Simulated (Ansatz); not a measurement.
C2H6 (SMILES CC) at its CCSD(T)/cc-pVDZ minimum, average atomic masses, point group D3d.
(charge 0, multiplicity 1):
| atom | x (Å) | y (Å) | z (Å) |
|---|---|---|---|
| C | -0.7634 | 0.0817 | -0.0131 |
| C | 0.7634 | -0.0817 | 0.0131 |
| H | -1.2278 | -0.6104 | -0.7411 |
| H | -1.0510 | 1.1116 | -0.2982 |
| H | -1.2057 | -0.1281 | 0.9793 |
| H | 1.0510 | -1.1116 | 0.2982 |
| H | 1.2278 | 0.6104 | 0.7411 |
| H | 1.2057 | 0.1281 | -0.9793 |

Frozen-core correlation.

Programs: Ansatz (an electronic-structure program). 

Harmonic frequencies (cm⁻¹): 326 816 816 1024 1217 1217 1394 1425 1492 1492 1495 1495 3041 3047 3114 3114 3135 3135.

Question: Work out the rotational constants, the zero-point energy, and the ideal-gas entropy and heat capacity at 298.15 K and 1 bar (rigid rotor, harmonic oscillator).

Answer: 
Principal moments 6.437, 25.638, 25.638 u Å² give 16.8576/I = 2.619, 0.6575, 0.6575 cm⁻¹. Zero point: Σω/2 = 16397 cm⁻¹ = 46.88 kcal/mol. Translation R(1.5 ln M + 2.5 ln T − 1.1517) with M = 30.070 u: 151.30 J/(mol K). Rotation with σ = 6: q = 828.1, S = R(ln q + 3/2) = 68.34. Vibration, summed over R(u/(eᵘ − 1) − ln(1 − e⁻ᵘ)) with u = 1.43878ω/T: 8.00, of which the lowest mode gives 5.35. S° = 227.6 J/(mol K); C_p = 4R + 17.26 = 50.52 J/(mol K).
